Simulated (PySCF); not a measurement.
# I⁴⁸⁺: ionisation energy

I⁴⁸⁺ [He] 2s2 2p1 (2P) → I⁴⁹⁺ [He] 2s2 (1S), as a difference of total energies. Calculation: PySCF 2.14, in an even-tempered Gaussian basis (19 s from 23 bohr⁻², ratio 2.2; 12 p from 29 bohr⁻², ratio 2.2; 6 d from 110 bohr⁻², ratio 2.4; 5 f from 170 bohr⁻², ratio 2.4; 4 g from 250 bohr⁻², ratio 2.4); scalar relativity by spin-free X2C-1e. Correlated levels: nothing frozen; virtual orbitals above 40 to 60 times the deepest correlated orbital energy dropped. The calculations carry no spin-orbit coupling.

```tsv
method	ionisation energy (eV)
UHF	8645.7
LDA	8639.0
PBE	8647.1
PBE0	8646.9
r2SCAN	8649.4
r2SCANh	8649.1
PW91	8648.5
MP2 (all electrons)	8645.1
SCS-MP2 (all electrons)	8644.7
```

A first-order spin-orbit estimate (lowest level to lowest level, LS coupling) adds 213.3 eV.

For this ion Breit and QED terms and the two-electron picture change, all absent here, outweigh the differences among the correlated methods.

First order in ζ underestimates the shift of j = l − 1/2 levels at high Z.

For comparison: 8867 ± 4 eV (theoretical estimate listed by NIST; NIST Atomic Spectra Database, ionization energies).
